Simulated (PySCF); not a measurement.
Basis and Hamiltonian dependence of the ionisation energy of Sb

Sb [Kr] 4d10 5s2 5p3 (4S) → Sb⁺ [Kr] 4d10 5s2 5p2 (3P). Calculated with PySCF 2.14 from differences of total energies of unrestricted determinants, without spin-orbit coupling. Values in eV.

```tsv
basis	Hamiltonian	functions	UHF	r2SCAN	PBE0	MP2 (valence)	CCSD(T) (valence)	CCSD(T) (valence and next inner shell)
aug-cc-pVDZ-PP with ECP28MDF	ECP	32	8.598	9.180	9.051	8.913	8.891	n/a
x2c-SVPall	spin-free X2C	36	8.574	9.191	n/a	8.859	8.828	n/a
cc-pVTZ-PP with ECP28MDF	ECP	39	8.597	n/a	n/a	9.000	9.012	n/a
aug-cc-pwCVDZ-PP with ECP28MDF	ECP	48	8.593	9.181	9.047	8.915	8.893	8.920
def2-TZVP with the def2 core potential (28 electrons)	ECP	50	8.584	n/a	n/a	8.986	8.999	n/a
x2c-TZVPPall	spin-free X2C	60	8.577	9.171	9.028	8.969	8.983	9.042
x2c-TZVPall	spin-free X2C	60	8.577	9.171	n/a	8.969	n/a	n/a
aug-cc-pVTZ-PP with one added diffuse shell each of d, f type with ECP28MDF	ECP	67	8.583	9.166	9.043	9.001	9.015	n/a
def2-QZVPPD with the def2 core potential (28 electrons)	ECP	88	8.574	9.165	9.037	9.018	9.032	n/a
aug-cc-pVQZ-PP with ECP28MDF	ECP	92	8.576	9.167	9.040	9.027	9.039	n/a
aug-cc-pVQZ-DK3	spin-free X2C	102	8.574	9.162	9.041	9.021	9.033	n/a
x2c-QZVPPall	spin-free X2C	112	8.572	9.163	9.041	9.010	9.024	n/a
aug-cc-pwCVTZ-DK3 with one added diffuse shell each of s, p, d, f type	spin-free X2C	125	8.568	9.159	9.039	8.989	n/a	n/a
aug-cc-pV5Z-PP with ECP28MDF	ECP	139	8.573	9.166	9.040	9.037	n/a	n/a
```

Extrapolation of MP2 (valence) from aug-cc-pVQZ-PP with ECP28MDF and aug-cc-pV5Z-PP with ECP28MDF: the correlation parts are 0.451 and 0.464 eV; with the X⁻³ form and unrounded values, (5³ × 0.464 − 4³ × 0.451)/(5³ − 4³) = 0.478 eV, and adding the Hartree-Fock value 8.573 eV of the larger basis gives 9.051 eV.

Frozen in the all-electron rows: valence: [Kr] 4d10; valence and next inner shell: [Ar] 3d10; with a core potential, the same shells as far as they lie outside it.

Reference for a calculation without spin-orbit coupling: 9.124 eV (measured, between term centres; NIST).
